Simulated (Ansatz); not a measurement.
Spin states of CdF₂ (the lowest singlet isomer of a short search), each relaxed with r2SCAN-D4/def2-TZVP in Ansatz. Electronic energies in the gas phase.

In the def2 sets Cd takes a core potential; there is no spin–orbit coupling. Correlated methods freeze 2 core orbitals; core or outer-core shells of Cd are correlated, in sets that lack core-valence functions. In CCSD on the charge 0 triplet the largest single amplitude is 0.31, so its Hartree–Fock determinant may place the open shell otherwise than the density functionals do. In the quintet geometry the species has come apart into loosely held pieces. The structure comes from a short search, and lower isomers may exist.

Singlet geometry (D∞h within 0.1 Å):

```xyz
3

Cd    0.0001   -0.0001    0.0001
F    -0.3790    0.7409    1.7306
F     0.3789   -0.7408   -1.7307
```

Triplet geometry (C2v within 0.1 Å):

```xyz
3

Cd   -0.692    1.088   -0.006
F     0.859   -0.213    0.806
F    -0.168   -0.875   -0.799
```

Quintet geometry (C2v within 0.1 Å):

| atom | x (Å) | y (Å) | z (Å) |
| --- | --- | --- | --- |
| Cd1 | 0.181 | -0.861 | -0.033 |
| F2 | 1.218 | 0.621 | 2.223 |
| F3 | -1.400 | 0.240 | -2.190 |

⟨S²⟩: triplet 2.01 at PBE0-D4/def2-TZVP (pure 2.00), quintet 6.01 at PBE0-D4/def2-TZVP (pure 6.00).

Run but left out: HF/def2-TZVP, HF/def2-TZVPP, MP2/def2-TZVP, MP2/def2-TZVPP (triplet: a determinant that CCSD turns far, T1 0.047).

Only these spin states were relaxed. The quintet has fallen apart into loose fragments. The quintet has other bonds than the singlet, so the gap mixes isomer and spin.

| level | triplet − singlet (kJ/mol) | quintet − singlet (kJ/mol) | lowest of these | remarks |
| --- | --- | --- | --- | --- |
| r2SCAN-D4/def2-TZVP | 320.7 | 1019.5 | singlet | – |
| r2SCANh-D4/def2-TZVP | 325.5 | 993.5 | singlet | – |
| PBE0-D4/def2-TZVP | 337.5 | 991.1 | singlet | – |
| BHLYP-D4/def2-TZVP | 345.8 | 929.3 | singlet | – |
| B2PLYP/def2-TZVP | 361.0 | 1020.9 | singlet | – |
| PBE-QIDH/def2-TZVP | 379.5 | 987.7 | singlet | – |
| RPA@PBE/def2-TZVP | 319.8 | 943.6 | singlet | – |
| CCSD(T)/def2-TZVPP | 384.7 | 998.4 | singlet | large T1 (0.047) (triplet) |

Change of the quintet − singlet gap on mixing in exact exchange, in kJ/mol: r2SCAN to r2SCANh (10 % exact exchange) -26.0.
